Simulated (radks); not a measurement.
Problem. The germanium anion Ge4-, [Kr], held by a Watson sphere: a shell of charge +4 at radius R that stands for the Madelung well of a crystal (potential energy -4/R inside, -4/r outside, in hartree with lengths in bohr). All-electron calculation, scalar-relativistic Kohn-Sham, LDA (Slater exchange, Perdew-Wang correlation), spin-polarised, spherical densities, point nucleus. Program: a radial shooting solver on a logarithmic mesh with Libxc functionals. Response by self-consistent Sternheimer equations with the Hartree and adiabatic LDA kernel, the relativistic mass of each level held fixed and spin-orbit coupling left out. The sphere does not respond.

R (bohr)  e(3d) (eV)  e(4s) (eV)  e(4p) (eV)  <r> 4p (bohr)  sum of <r^2> (bohr^2)  X-ray form factor at sin(theta)/lambda = 0.3 1/angstrom  alpha (bohr^3)
2.2          -29.911     -15.884      -7.650          2.530                  65.62                                                   21.731           38.51
3.67         -26.761     -11.250      -4.999          3.350                  102.9                                                   21.988           121.9
3.84         -26.680     -10.939      -4.766          3.449                  107.9                                                   22.006           138.7
4.79         -26.463      -9.779      -3.739          4.008                  139.0                                                   22.045           272.8
5.17         -26.440      -9.521      -3.438          4.234                  153.0                                                   22.048           348.4

Estimate the row for R = 3.23 bohr.

Solution. e(3d) (eV) -27.092; e(4s) (eV) -12.241; e(4p) (eV) -5.683; <r> 4p (bohr) 3.099; sum of <r^2> (bohr^2) 90.59; X-ray form factor at sin(theta)/lambda = 0.3 1/angstrom 21.918; alpha (bohr^3) 86.67.
